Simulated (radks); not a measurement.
The cerium ion Ce2+, configuration [Xe] 4f2 (the NIST ground configuration). Calculated with a radial shooting solver on a logarithmic mesh with Libxc functionals: scalar-relativistic Kohn-Sham, PBEsol, spin-unpolarised, spherical densities, finite nucleus; Fermi nuclear charge, rms radius 4.8771 fm.

Unscreened Slater integrals over Kohn-Sham orbitals (hartree).

\begin{tabular}{lr}
integral & value \\ \hline
F0(4f,4f) & 0.77861 \\
F2(4f,4f) & 0.34988 \\
F4(4f,4f) & 0.21572 \\
F6(4f,4f) & 0.15415 \\
F0(4f,5p) & 0.57367 \\
F2(4f,5p) & 0.22249 \\
G2(4f,5p) & 0.14277 \\
G4(4f,5p) & 0.10484 \\
F0(4f,5s) & 0.63754 \\
G3(4f,5s) & 0.15117 \\
F0(4f,4d) & 0.94024 \\
F2(4f,4d) & 0.42603 \\
F4(4f,4d) & 0.26684 \\
G1(4f,4d) & 0.49936 \\
G3(4f,4d) & 0.30808 \\
G5(4f,4d) & 0.21633 \\
F0(5p,5p) & 0.50276 \\
F2(5p,5p) & 0.27137 \\
F0(5p,5s) & 0.53758 \\
G1(5p,5s) & 0.35950 \\
F0(5p,4d) & 0.62888 \\
F2(5p,4d) & 0.17723 \\
G1(5p,4d) & 0.050556 \\
G3(5p,4d) & 0.048853 \\
F0(5s,5s) & 0.58314 \\
F0(5s,4d) & 0.71344 \\
G2(5s,4d) & 0.078960 \\
F0(4d,4d) & 1.2018 \\
F2(4d,4d) & 0.61116 \\
F4(4d,4d) & 0.40825 \\
\end{tabular}

Derived for the open shells (J is the average intra-shell exchange parameter used in DFT+U). 4f: F4/F2 = 0.617, F6/F2 = 0.441, J = (286 F2 + 195 F4 + 250 F6)/6435 = 0.02808 hartree.
